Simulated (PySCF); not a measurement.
**Which determinant of SnB lies lowest?**

Unrestricted PBE0; Sn aug-cc-pVDZ-PP with ECP28, B aug-cc-pVDZ; scalar-relativistic core potentials (PySCF 2.14). Outer shells of the fragments: Sn 4d10 5s2 5p2; B 2s2 2p1.

Followed along the bond (rough minima from three points):

```tsv
2Ms+1	unpaired	⟨S²⟩ at the start	R at minimum (Å)	Te (eV)
4	σ ↑, π ↑↑	3.75	2.19	0.00
2	σ ↓, π ↑↑	1.77	2.20	0.32
2	σ ↑, π ↑↓	1.76	2.20	0.36
2	σ ↑	0.79	2.23	0.98
2	π ↑	0.79	none in the scan	≤ 1.15
```

Solutions found at the starting distance of 2.165 Å, counted from the lowest of them; the search is not exhaustive and high or unbound solutions are not listed, so other states can lie among these:

```json
{"2Ms+1": "4", "unpaired": "σ ↑, π ↑↑", "term": "⁴Σ⁻", "E (eV)": "0.00", "⟨S²⟩": "3.75", "⟨Lz²⟩": "0.00", "μ (D)": "-1.42"}
{"2Ms+1": "2", "unpaired": "σ ↓, π ↑↑", "term": "mixed", "E (eV)": "0.32", "⟨S²⟩": "1.77", "⟨Lz²⟩": "0.00", "μ (D)": "-1.42"}
{"2Ms+1": "2", "unpaired": "σ ↑, π ↑↓", "term": "mixed", "E (eV)": "0.37", "⟨S²⟩": "1.76", "⟨Lz²⟩": "2.01", "μ (D)": "-1.43"}
{"2Ms+1": "2", "unpaired": "σ ↑", "term": "mixed", "E (eV)": "1.00", "⟨S²⟩": "0.79", "⟨Lz²⟩": "2.00", "μ (D)": "-1.33"}
{"2Ms+1": "2", "unpaired": "π ↑", "term": "²Π", "E (eV)": "1.15", "⟨S²⟩": "0.79", "⟨Lz²⟩": "1.00", "μ (D)": "-1.46"}
{"2Ms+1": "2", "unpaired": "π ↑", "term": "²Π", "E (eV)": "1.55", "⟨S²⟩": "0.75", "⟨Lz²⟩": "1.00", "μ (D)": "-2.72"}
{"2Ms+1": "4", "unpaired": "π ↑↑↑", "term": "⁴Π", "E (eV)": "2.47", "⟨S²⟩": "3.79", "⟨Lz²⟩": "1.01", "μ (D)": "-0.61"}
{"2Ms+1": "4", "unpaired": "σ ↑, π ↑↑", "term": "mixed", "E (eV)": "2.48", "⟨S²⟩": "3.76", "⟨Lz²⟩": "2.01", "μ (D)": "-0.86"}
```

A term symbol is given only where ⟨S²⟩ and ⟨Lz²⟩ are close to those of a pure state; real π, δ and φ orbitals otherwise mix terms. A positive dipole means Sn(−)B(+).

Spin–orbit coupling is left out.
